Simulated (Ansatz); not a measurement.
Computed with Ansatz on PBE0-D4/def2-TZVP structures; ΔE is electronic, products minus reactants. CBS: MP2 limit from def2 TZ/QZ plus the TZ coupled-cluster correction, frozen cores. This one scheme is used for every species. For Br, Ga outer-core shells are correlated without core-valence functions, which leaves a few kJ/mol of doubt a bond. Scalar relativity is left out up to krypton. One conformer a species, not always the lowest.

`[F][Ga]([Cl])[Br]` + H₂S → `[F][Ga]([SH])[Cl]` + HBr  (ligand exchange at a Ga–Br bond)

```tsv
species	CCSD(T)/CBS(def2) energy (Eh)
`[F][Ga]([Cl])[Br]`	-5056.97994
H₂S	-398.97279
`[F][Ga]([SH])[Cl]`	-2882.02312
HBr	-2573.91920
```

(1) Work out ΔE.

Largest T1 diagnostic among the species: 0.013.

Answers

(1) ΔE = (-2882.02312) + (-2573.91920) − (-5056.97994) − (-398.97279) = 0.01041 Eh = +0.28 eV.

From BLYP to BHLYP (50 % exact exchange), in def2-TZVPP and without D4, ΔE moves by +0.07 eV. In def2-TZVPP, CCSD(T) changes the Hartree–Fock value by −0.13 eV (the triples alone add −0.02 eV) and MP2 by −0.13 eV.
